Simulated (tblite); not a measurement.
C6H16O2Si.
SMILES with atom numbers: `[CH3:1][O:2][SiH2:3][O:4][CH2:5][C:6]([CH3:7])([CH3:8])[CH3:9]` (hydrogens: H10, H11, H12 on C1; H13, H14 on Si3; H15, H16 on C5; H17, H18, H19 on C7; H20, H21, H22 on C8; H23, H24, H25 on C9)

Geometry (GFN2-xTB, Å), atoms numbered from 1 in this order:
```xyz
25
C6H16O2Si angstrom
C      4.3024   -0.9934    0.1847
O      2.9393   -0.7655    0.3198
Si     2.1871    0.6428    0.0869
O      0.6893    0.1929    0.4477
C     -0.4636    0.9714    0.3739
C     -1.6983    0.0906    0.1184
C     -1.5242   -0.6309   -1.2187
C     -2.9425    0.9788    0.0742
C     -1.8206   -0.9323    1.2486
H      4.8787   -0.3211    0.8251
H      4.6237   -0.8386   -0.8486
H      4.5060   -2.0254    0.4732
H      2.3088    1.1141   -1.2988
H      2.6940    1.6921    0.9811
H     -0.3668    1.7155   -0.4257
H     -0.5829    1.5145    1.3201
H     -2.3602   -1.3020   -1.4015
H     -1.4713    0.0872   -2.0347
H     -0.6051   -1.2101   -1.2075
H     -3.0734    1.5070    1.0162
H     -3.8272    0.3728   -0.1065
H     -2.8610    1.7148   -0.7229
H     -0.9069   -1.5165    1.3140
H     -1.9794   -0.4310    2.2009
H     -2.6567   -1.6038    1.0678
```

Computed values, GFN2-xTB/tblite, gas phase, harmonic and unscaled. Errors from tens to a few hundred cm⁻¹ against measured bands are possible. Modes of hydrogen on silicon can be 10 to 20 % off. One conformer, not necessarily the lowest. The optimisation stopped once no atom felt more than 0.01 eV/Å.

Lowest wavenumbers of the output (negative numbers stand for imaginary wavenumbers):
```
mode    cm-1
  1     -23.8
  2      40.8
  3      62.3
  4      79.9
  5     111.0
  6     140.3
  7     181.2
  8     196.8
  9     231.3
 10     233.3
```

**Question.** Is this structure a minimum?

**Answer.** Not by this Hessian. 1 mode is imaginary beyond 20i (24i cm⁻¹), so at this level the point lies at or near a first-order saddle. The curvature is small, so loose convergence or finite differences may be the whole cause.

**Question.** Which atoms move in the imaginary mode?

**Answer.** 24i: O4 (silyl ether oxygen) 23 %, Si3 (oxygen-bound silicon) 19 %. These are shares of the mass-weighted motion.

**Question.** What is the remedy?

**Answer.** Step along that mode in both directions, optimise again with tighter thresholds and repeat the frequencies. The zero-point energy of this point (132.3 kcal/mol) counts the 68 real modes alone, and thermal corrections from it aren't those of a minimum.
